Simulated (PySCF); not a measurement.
PySCF input (M06-2X/def2-TZVPD):

```python
from pyscf import gto, scf, dft

mol = gto.M(
    atom='''
    C     0.09501344   -0.08067266    1.26141555
    I     0.98121667    1.55821321   -0.04635199
    I    -0.99197291   -1.54908046   -0.09644977
    ''',
    basis='def2-tzvpd',
    ecp='def2-tzvp',
    charge=-1,
    spin=1,
    verbose=4,
)

mf = dft.UKS(mol, xc='m062x').density_fit(auxbasis='def2-universal-jkfit')
mf.grids.level = 4
mf.conv_tol = 1e-9
mf.max_cycle = 100
mf.max_memory = 1500
mf.kernel()
if not mf.converged:
    mf = mf.newton()
    mf.kernel(mf.make_rdm1())
for _ in range(2):
    mo, _, stable, _ = mf.stability(return_status=True)
    if stable:
        break
    mf.kernel(mf.make_rdm1(mo, mf.mo_occ))
mf.analyze()
```

Output:

```
ECP def2-tzvp not found for  C
PySCF version 2.14.0

[INPUT] verbose = 4
[INPUT] num. atoms = 3
[INPUT] num. electrons = 57
[INPUT] charge = -1
[INPUT] spin (= nelec alpha-beta = 2S) = 1
[INPUT] symmetry False subgroup None
[INPUT] Mole.unit = angstrom
[INPUT] Symbol           X                Y                Z      unit          X                Y                Z       unit  Magmom
[INPUT]  1 C      0.095013440000  -0.080672660000   1.261415550000 AA    0.179549379753  -0.152449233140   2.383729918768 Bohr   0.0
[INPUT]  2 I      0.981216670000   1.558213210000  -0.046351990000 AA    1.854230775158   2.944596210579  -0.087592566429 Bohr   0.0
[INPUT]  3 I     -0.991972910000  -1.549080460000  -0.096449770000 AA   -1.874557122888  -2.927337814315  -0.182263650077 Bohr   0.0

nuclear repulsion = 159.586100182783
number of shells = 51
number of NR pGTOs = 260
number of NR cGTOs = 155
basis = def2-tzvpd
ecp = def2-tzvp

******** <class 'pyscf.df.df_jk.DFUKS'> ********
method = DFUKS
initial guess = minao
damping factor = 0
level_shift factor = 0
DIIS = <class 'pyscf.scf.diis.CDIIS'>
diis_start_cycle = 1
diis_space = 8
diis_damp = 0
SCF conv_tol = 1e-09
SCF conv_tol_grad = None
SCF max_cycles = 100
direct_scf = False
number electrons alpha = 29  beta = 28
XC library pyscf.dft.libxc version 7.1.2
    S. Lehtola, C. Steigemann, M. J. T. Oliveira, and M. A. L. Marques,  SoftwareX 7, 1–5 (2018)
XC functionals = m062x
    Y. Zhao and D. G. Truhlar,  Theor. Chem. Acc. 120, 215 (2008)
    Y. Zhao and D. G. Truhlar,  Theor. Chem. Acc. 120, 215 (2008)
radial grids:
    Treutler-Ahlrichs [JCP 102, 346 (1995); DOI:10.1063/1.469408] (M4) radial grids

becke partition: Becke, JCP 88, 2547 (1988); DOI:10.1063/1.454033
pruning grids: <function nwchem_prune>
grids dens level: 4
symmetrized grids: False
atomic radii adjust function: <function treutler_atomic_radii_adjust>
small_rho_cutoff = 0
Set gradient conv threshold to 3.16228e-05
tot grids = 91784
******** <class 'pyscf.df.df.DF'> ********
auxbasis = def2-universal-jkfit
init E= -548.002957166195
  alpha nocc = 29  HOMO = -0.809269617262258  LUMO = -0.795049371777754
  beta  nocc = 28  HOMO = -1.11174273959072  LUMO = -0.80926961726226

WARN: HOMO -0.809269617262258 >= LUMO -0.80926961726226

[...]
  beta  nocc = 28  HOMO = -0.102043449456257  LUMO = 0.106893726240137
  HOMO = -0.0788068647661  LUMO = 0.10689372624  gap/eV = 5.05317
Extra cycle  E= -633.327841023161  delta_E= -2.98e-11  |g|= 8.35e-06  |ddm|= 1.77e-05
converged SCF energy = -633.327841023161  <S^2> = 0.77624493  2S+1 = 2.026075
uhf_internal: lowest eigs of H = [0.12271594 0.15348916 0.20050039]
<class 'pyscf.df.df_jk.DFUKS'> wavefunction is stable in the internal stability analysis
**** SCF Summaries ****
Total Energy =                        -633.327841023161227
Nuclear Repulsion Energy =             159.586100182782900
One-electron Energy =                -1416.147545258257196
Two-electron Energy =                  623.233604052313126
Two-electron Coulomb Energy =          672.998743652419876
DFT Exchange-Correlation Energy =      -49.765139600106771
HOMO-LUMO gap [eV] =                     5.053170466011659
**** MO energy ****
                             alpha | beta                alpha | beta
MO #1   energy= -10.455777769766   | -10.4478341729207  occ= 1 | 1
MO #2   energy= -6.92010555623495  | -6.92019274119304  occ= 1 | 1
MO #3   energy= -6.92010123065771  | -6.92018840920005  occ= 1 | 1
MO #4   energy= -4.91017579323149  | -4.91105755025411  occ= 1 | 1
MO #5   energy= -4.91017172049544  | -4.91105360563099  occ= 1 | 1
MO #6   energy= -4.90502096876715  | -4.90447021369163  occ= 1 | 1
MO #7   energy= -4.90501688211809  | -4.90446577115704  occ= 1 | 1
MO #8   energy= -4.90446476602808  | -4.90445194691728  occ= 1 | 1
MO #9   energy= -4.90446030584565  | -4.90444791437043  occ= 1 | 1
MO #10  energy= -1.8785445619568   | -1.879375210172    occ= 1 | 1
MO #11  energy= -1.87845831251934  | -1.8793031321609   occ= 1 | 1
MO #12  energy= -1.87617236191848  | -1.87670803427995  occ= 1 | 1
MO #13  energy= -1.87615741172886  | -1.87665591592455  occ= 1 | 1
MO #14  energy= -1.87574097144827  | -1.87661286987008  occ= 1 | 1
MO #15  energy= -1.87569326821897  | -1.87659710547401  occ= 1 | 1
MO #16  energy= -1.87159826789026  | -1.87106266346142  occ= 1 | 1
MO #17  energy= -1.87159517886483  | -1.87106233370932  occ= 1 | 1
MO #18  energy= -1.87158075060431  | -1.87105781046418  occ= 1 | 1
MO #19  energy= -1.87157511980532  | -1.87105719486808  occ= 1 | 1
MO #20  energy= -0.636568269235804 | -0.625599912028257 occ= 1 | 1
MO #21  energy= -0.588812584374903 | -0.590483993772759 occ= 1 | 1
MO #22  energy= -0.449343428235199 | -0.40471393964126  occ= 1 | 1
MO #23  energy= -0.213235569787745 | -0.204232806690143 occ= 1 | 1
MO #24  energy= -0.196259396965835 | -0.183636757898151 occ= 1 | 1
MO #25  energy= -0.192110422200342 | -0.167869207364761 occ= 1 | 1
MO #26  energy= -0.147369020910999 | -0.14321609648729  occ= 1 | 1
MO #27  energy= -0.129165004602378 | -0.130300401625728 occ= 1 | 1
MO #28  energy= -0.116410686849097 | -0.102043449456257 occ= 1 | 1
MO #29  energy= -0.0788068647660563 | 0.106893726240137  occ= 1 | 0
MO #30  energy= 0.106909858332945  | 0.110503827541649  occ= 0 | 0
MO #31  energy= 0.107446855008794  | 0.130397243820727  occ= 0 | 0
MO #32  energy= 0.132789855365962  | 0.134136967864827  occ= 0 | 0
MO #33  energy= 0.132995655446763  | 0.136291618338098  occ= 0 | 0
MO #34  energy= 0.136388791514437  | 0.138387647706329  occ= 0 | 0
MO #35  energy= 0.141094986796675  | 0.139372466550365  occ= 0 | 0
MO #36  energy= 0.142955236049155  | 0.152053362966207  occ= 0 | 0
MO #37  energy= 0.180131008375087  | 0.190915428591462  occ= 0 | 0
MO #38  energy= 0.191496609069038  | 0.196248237680768  occ= 0 | 0
MO #39  energy= 0.248814222231707  | 0.246928530809552  occ= 0 | 0
MO #40  energy= 0.249578097616769  | 0.248560361355599  occ= 0 | 0
MO #41  energy= 0.252611457599325  | 0.250803526395412  occ= 0 | 0
MO #42  energy= 0.258159173484395  | 0.25397451458722   occ= 0 | 0
MO #43  energy= 0.276081912645164  | 0.273606885003281  occ= 0 | 0
MO #44  energy= 0.278134006186365  | 0.282822254442797  occ= 0 | 0
MO #45  energy= 0.282947024335981  | 0.289569267023964  occ= 0 | 0
MO #46  energy= 0.289764091833995  | 0.291827684080768  occ= 0 | 0
MO #47  energy= 0.290128758761316  | 0.292833058153368  occ= 0 | 0
MO #48  energy= 0.317445109017013  | 0.316354632663664  occ= 0 | 0
MO #49  energy= 0.317522571921033  | 0.324064643709487  occ= 0 | 0
MO #50  energy= 0.331510172310383  | 0.337779166466625  occ= 0 | 0
MO #51  energy= 0.389688728618714  | 0.379330767750465  occ= 0 | 0
MO #52  energy= 0.391482555734086  | 0.381544821433621  occ= 0 | 0
MO #53  energy= 0.395932969427494  | 0.388662859493016  occ= 0 | 0
MO #54  energy= 0.418869599342029  | 0.417667736662881  occ= 0 | 0
MO #55  energy= 0.426738060097809  | 0.418810850838709  occ= 0 | 0
MO #56  energy= 0.449246981595785  | 0.444161301323605  occ= 0 | 0
MO #57  energy= 0.472142346315279  | 0.471730450935569  occ= 0 | 0
MO #58  energy= 0.48115166171674   | 0.483517961113833  occ= 0 | 0
MO #59  energy= 0.508767040216461  | 0.50701562735912   occ= 0 | 0
MO #60  energy= 0.518453846973419  | 0.518949048870734  occ= 0 | 0
MO #61  energy= 0.545695544018774  | 0.544037932321107  occ= 0 | 0
MO #62  energy= 0.554877882864893  | 0.55397738266353   occ= 0 | 0
MO #63  energy= 0.556872377986918  | 0.564748442082699  occ= 0 | 0
MO #64  energy= 0.571877312030805  | 0.570057412015412  occ= 0 | 0
MO #65  energy= 0.575579902896378  | 0.575447090613139  occ= 0 | 0
MO #66  energy= 0.579244103588566  | 0.5777430061407    occ= 0 | 0
MO #67  energy= 0.58912569740157   | 0.589610750610315  occ= 0 | 0
MO #68  energy= 0.591983175986291  | 0.592649267777448  occ= 0 | 0
MO #69  energy= 0.605564584844384  | 0.599956301331287  occ= 0 | 0
MO #70  energy= 0.611978469241842  | 0.606084717352576  occ= 0 | 0
MO #71  energy= 0.643175557117306  | 0.635130374525131  occ= 0 | 0
MO #72  energy= 0.647333232733644  | 0.645996293197497  occ= 0 | 0
MO #73  energy= 0.649286361558533  | 0.648236769566448  occ= 0 | 0
MO #74  energy= 0.710588865599574  | 0.708483754742883  occ= 0 | 0
MO #75  energy= 0.711969475042851  | 0.712032879854562  occ= 0 | 0
MO #76  energy= 0.953388786516098  | 0.953436669190639  occ= 0 | 0
MO #77  energy= 0.954460406967499  | 0.959510514624747  occ= 0 | 0
MO #78  energy= 0.991719435035319  | 0.997237443914743  occ= 0 | 0
MO #79  energy= 0.992766416453072  | 1.00320629064727   occ= 0 | 0
MO #80  energy= 0.995532001049946  | 1.00336423932823   occ= 0 | 0
MO #81  energy= 1.08096993290759   | 1.07943748842729   occ= 0 | 0
MO #82  energy= 1.10162022289653   | 1.10271012303041   occ= 0 | 0
MO #83  energy= 1.11127562799814   | 1.11176925325216   occ= 0 | 0
MO #84  energy= 1.11865809335016   | 1.11978010922165   occ= 0 | 0
MO #85  energy= 1.11950595695133   | 1.12033795935427   occ= 0 | 0
MO #86  energy= 1.11996892598282   | 1.12108401280482   occ= 0 | 0
MO #87  energy= 1.12314151626631   | 1.12375740932007   occ= 0 | 0
MO #88  energy= 1.12937239251338   | 1.12880857254713   occ= 0 | 0
MO #89  energy= 1.15108178471925   | 1.15163029721725   occ= 0 | 0
MO #90  energy= 1.15510987589952   | 1.15761924307427   occ= 0 | 0
MO #91  energy= 1.16666583259527   | 1.16579014152947   occ= 0 | 0
MO #92  energy= 1.26476099516215   | 1.27080422976131   occ= 0 | 0
MO #93  energy= 1.30208594281816   | 1.30749078845401   occ= 0 | 0
MO #94  energy= 1.31935459253918   | 1.32628689270704   occ= 0 | 0
MO #95  energy= 1.37851927549628   | 1.37925726854601   occ= 0 | 0
MO #96  energy= 1.43305294292282   | 1.43217567101366   occ= 0 | 0
MO #97  energy= 1.43551213035844   | 1.44100048913792   occ= 0 | 0
MO #98  energy= 1.47154970757922   | 1.47822087836642   occ= 0 | 0
MO #99  energy= 1.49980656454501   | 1.50307667168931   occ= 0 | 0
MO #100 energy= 1.51179871862902   | 1.51011929764427   occ= 0 | 0
MO #101 energy= 1.62668131909919   | 1.62748204323693   occ= 0 | 0
MO #102 energy= 1.66175754666097   | 1.65411900631435   occ= 0 | 0
MO #103 energy= 1.71544906651308   | 1.71895987275664   occ= 0 | 0
MO #104 energy= 1.71624664809223   | 1.71922419649955   occ= 0 | 0
[...]
```
